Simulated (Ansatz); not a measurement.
Mulliken charges of CH6AlNO, SMILES `OC[NH][AlH2]` from r2SCAN/def2-TZVPP in Ansatz (PBE0-D4/def2-TZVP geometry).

```csv
atom,x (Å),y (Å),z (Å),charge (e)
O1,0.090,-0.030,-2.096,-0.368
C2,0.617,-0.409,-0.845,0.207
N3,-0.367,-0.456,0.195,-0.374
Al4,-0.422,0.501,1.689,0.453
H5,-0.356,0.814,-1.977,0.189
H6,1.066,-1.391,-1.025,0.039
H7,1.416,0.277,-0.531,0.038
H8,-1.073,-1.154,0.003,0.135
H9,-1.604,0.217,2.702,-0.156
H10,0.717,1.581,1.888,-0.164
```

By hand: the dipole of these point charges (1 e Å = 4.8032 D).

Σ q r = (0.057, -0.015, 0.124) e Å, of length 0.137 e Å = 0.66 D.

How does the dipole of the full density compare? (An estimate is asked.)

Computed: (-0.071, 0.019, 0.132) e Å, 0.73 D; the point charges give 0.90 times that, at 55° from its direction.

Point charges leave out the atoms' own dipoles, such as those of lone pairs, and Mulliken's split depends on the basis, so the two needn't agree.
